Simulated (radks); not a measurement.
The numbers below are computed, except where a source is named.
Initial-state core-level shifts of neutral rubidium when its valence configuration changes from [Kr] 5s1. Code: a radial shooting solver on a logarithmic mesh with Libxc functionals. Model: scalar-relativistic Kohn-Sham, LDA (Slater exchange, Perdew-Wang correlation), spin-polarised, spherical densities, finite nucleus; open shells are filled with parallel spins first (spin-orbit coupling, left out, can overturn this in heavy ions); Fermi nuclear charge, rms radius 4.2036 fm. Shifts are changes of the shell-averaged eigenvalues in eV (positive: less bound); the change of the density at the nucleus, which sets a Mossbauer isomer shift, is in e/bohr^3, on a base of 5.553e+04.

valence          2p      3p      4s      4p  density at nucleus
5p1          -1.464  -1.467  -1.453  -1.421              -3.556
4d1          -1.128  -1.120  -1.068  -1.060              -3.553
4d0.5 5s0.5  -0.656  -0.651  -0.625  -0.620              -1.689
5s0.5 5p0.5  -0.746  -0.747  -0.741  -0.726              -1.720
